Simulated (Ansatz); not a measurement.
Two spin states of ZnS, each at its own minimum; 2S+1 = 1, 3 were tried, and the measured ground state has 1. No spin–orbit coupling. Zn is treated without relativity.

Each state is the lowest solution found for its spin in def2 and cc sets. The singlet is a restricted closed-shell determinant, which can mix singlet states where a π or δ shell is part-filled.

Correlated levels freeze the inner cores; with def2 sets outer-core shells near the valence are correlated too.

Programs: Ansatz (Gaussian basis) for Hartree–Fock, density functionals and correlated methods. Each number belongs to the level named beside it.

Problem. Give the energy of the multiplicity-3 state above the multiplicity-1 state at the level wB97X-V/def2-TZVPP.

Solution. 3.6 kcal/mol

Problem. Estimate the energy of the multiplicity-3 state above the multiplicity-1 state that PBE0/def2-TZVPP returns for this input.

Solution. 4.5 kcal/mol

Problem. What is the computed energy of the multiplicity-3 state above the multiplicity-1 state (CCSD(T)/def2-TZVPP)?

Solution. 7.5 kcal/mol

Doubts at one or more of the structures used: a restricted determinant that unrestricted orbitals would lower (CCSD(T)/def2-TZVPP).

Ansatz is a first-principles code.
